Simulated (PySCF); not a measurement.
LiBe: energy against distance

Set-up: PySCF, no relativity, basis sets Li cc-pVTZ, Be cc-pVTZ. Energies in eV from Li + Be in their ground configurations at the same level. State: ²Σ⁺ (doublet), unpaired electrons σ ↑.

All columns are LDA. A positive dipole means Li(−)Be(+).

```tsv
R (Å)	E (eV)	μ (D)	Mulliken charge on Li (basis-dependent)	HOMO (eV)	LUMO (eV)	Mayer bond order	⟨S²⟩
2.227	-0.525	-2.65	-0.06	-2.94	-2.40	1.14	0.75
2.330	-0.608	-2.65	-0.04	-2.98	-2.34	1.10	0.75
2.434	-0.653	-2.63	-0.02	-3.02	-2.29	1.05	0.75
2.511	-0.667	-2.61	-0.01	-3.04	-2.26	1.02	0.76
2.589	-0.668	-2.58	0.01	-3.07	-2.26	0.98	0.76
2.667	-0.660	-2.55	0.03	-3.09	-2.30	0.94	0.76
2.770	-0.637	-2.51	0.04	-3.12	-2.34	0.89	0.76
2.900	-0.596	-2.45	0.06	-3.16	-2.40	0.82	0.76
3.055	-0.537	-2.37	0.08	-3.19	-2.45	0.73	0.76
3.262	-0.455	-2.25	0.10	-3.23	-2.50	0.62	0.75
```

A fit through these points gives, at Re = 2.558 Å, μ = -2.59 D and dμ/dR = 0.340 D/Å; the reduced mass is 3.945 u.

How strong is the fundamental in the double-harmonic approximation, I = 42.26·(dμ/dR)²/μred km/mol?

I = 42.26·(0.340)²/3.945 = 1.24 km/mol at LDA.

The state is the lowest determinant that a PBE0 search found; another state may lie lower at other levels.
